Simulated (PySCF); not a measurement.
## Correlation energy of Mg²⁺ (magnesium, charge +2)

[Ne], closed-shell 1S. Computed with PySCF 2.14 in aug-cc-pVDZ (5s4p2d, 27 functions), with the non-relativistic Hamiltonian (point nucleus). Frozen: [He] 2s2; 6 electrons correlated.

Total MP2 correlation energy: -1.85 mhartree.

Same-spin part -0.54 and opposite-spin part -1.32 mhartree; SCS-MP2 scales them by 1/3 and 6/5 to -1.76 mhartree.

```tsv
level	correlation energy (mhartree)
CCSD	-1.80
(T)	-0.03
CCSD(T)	-1.83
```

Diagnostics: T1 = 0.00086, D1 = 0.0012, largest double amplitude 0.003.

Cost of the coupled-cluster step: 0.06 s of wall time on 1 thread of Neoverse-V1 (shared host), for 6 correlated electrons.
